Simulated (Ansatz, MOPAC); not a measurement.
Molecule: C₂H₈NSi, net charge 0, doublet state. SMILES: C[Si](C)N

Atoms: C1, Si2, C3, N4, H5, H6, H7, H8, H9, H10, H11, H12. Bonds: C1-Si2, C1-H5, C1-H6, C1-H7, Si2-C3, Si2-N4, C3-H8, C3-H9, C3-H10, N4-H11, N4-H12.

Bond lengths (Å) and angles (degrees) optimised at AM1 with MOPAC; HF/6-31G* with Ansatz (a quantum-chemistry and plane-wave program); MP2/6-31G* with Ansatz, each started from the B3LYP-D3(BJ)/def2-TZVP structure (Ansatz) of the last column. A row stands for all coordinates that are equal there; 11 of 16 kinds are shown. 6-31G* holds six Cartesian d functions. No wavenumbers were computed at MP2/6-31G*, so these may be saddle points.

| coordinate | AM1 | HF/6-31G* | MP2/6-31G* | B3LYP-D3(BJ)/def2-TZVP |
|---|---|---|---|---|
| C1-Si2 | 1.807 | 1.893 | 1.889 | 1.886 |
| C1-H5 | 1.116 | 1.086 | 1.094 | 1.091 |
| C1-H6 | 1.115 | 1.088 | 1.095 | 1.095 |
| C1-H7 | 1.115 | 1.087 | 1.094 | 1.092 |
| Si2-N4 | 1.685 | 1.738 | 1.751 | 1.740 |
| N4-H11 | 0.984 | 0.999 | 1.015 | 1.010 |
| C1-Si2-C3 | 117.3 | 111.2 | 110.7 | 111.2 |
| C1-Si2-N4 | 114.3 | 108.1 | 107.4 | 107.0 |
| Si2-C1-H5 | 111.3 | 110.9 | 110.7 | 110.7 |
| Si2-C1-H6 | 112.2 | 110.8 | 110.2 | 110.1 |
| Si2-C1-H7 | 111.4 | 111.8 | 111.9 | 111.5 |

Mean signed difference of all 11 bond lengths from B3LYP-D3(BJ)/def2-TZVP: AM1 -0.012 Å, HF/6-31G* -0.004 Å, MP2/6-31G* 0.003 Å.
